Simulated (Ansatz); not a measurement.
Reaction (cleavage of the Si–Si bond): `CO[SiH2][SiH2]Cl` + H–F → `CO[SiH2]F` + `[SiH3]Cl`

Program: Ansatz. Geometries: PBE0-D4/def2-TZVP. ΔE: electronic, gas phase. CCSD(T)/CBS adds triple-zeta CCSD(T) − MP2 to the extrapolated MP2 energy (def2 sets, frozen cores). This one scheme is used for every species. Functionals use def2-TZVPP. B3LYP here is the variant with VWN-RPA as its local correlation; programs differ in this. One conformer a species, not always the lowest.

`CO[SiH2][SiH2]Cl`:

Cartesian coordinates in Å:
```
C 1.336 -0.370 -1.885
O 0.907 0.067 -0.614
Si -0.595 -0.251 -0.023
Si -0.703 0.727 2.098
Cl -2.596 0.330 2.830
H 0.711 0.046 -2.682
H 1.315 -1.464 -1.958
H 2.362 -0.032 -2.035
H -0.835 -1.721 0.072
H -1.653 0.316 -0.909
H 0.281 0.150 3.048
H -0.531 2.201 2.059
```

H–F:

Cartesian coordinates in Å:
```
F 0.438 -0.044 0.133
H -0.438 0.044 -0.133
```

`CO[SiH2]F`:

Z-matrix (Å, degrees):
```
C
O 1 1.412
H 1 1.094 2 110.6
H 1 1.091 2 108.3 3 119.2
H 1 1.096 2 111.7 3 -121.3
Si 2 1.623 1 125.2 3 82.5
F 6 1.598 2 111.1 1 -70.1
H 6 1.474 2 106.8 1 172.1
H 6 1.483 2 110.6 1 47.2
```

`[SiH3]Cl`:

Z-matrix (Å, degrees):
```
Si
Cl 1 2.054
H 1 1.481 2 108.5
H 1 1.481 2 108.5 3 -120.0
H 1 1.481 2 108.5 3 120.0
```

Problem. Is it downhill or uphill in electronic energy at CCSD(T)/CBS, and by how much? (Best estimate.)

Solution. Ansatz gave: Downhill: ΔE = -159.7 kJ/mol.

Problem. What do these levels give: LDA (SPW92), PBE-D4, revPBE-D4, r2SCAN-D4, B3LYP-D4, BHLYP-D4, ωB97M-V, PBE0, LC-ωPBE, MP2/def2-SVP, MP2/def2-QZVPP, SCS-MP2/def2-QZVPP? (Estimate.)

Solution. The calculation gave: LDA (SPW92) -144.1, PBE-D4 -138.1, revPBE-D4 -134.9, r2SCAN-D4 -161.2, B3LYP-D4 -160.4, BHLYP-D4 -169.4, ωB97M-V -167.5, PBE0 -149.7, LC-ωPBE -159.1, MP2/def2-SVP -166.5, MP2/def2-QZVPP -166.3, SCS-MP2/def2-QZVPP -172.5 kJ/mol.

Largest T1 diagnostic among the species: 0.011.

From PBE to PBE0 (25 % exact exchange), in def2-TZVPP and without D4, ΔE moves by −5.2 kJ/mol. In def2-TZVPP, CCSD(T) changes the Hartree–Fock value by +30.1 kJ/mol (the triples alone add +4.1 kJ/mol) and MP2 by +25.5 kJ/mol. Leaving LDA and LC-ωPBE aside and taking each functional with its dispersion term where it has one, the values, not all of them listed here, spread over 36.4 kJ/mol, from B2PLYP to revPBE-D4.
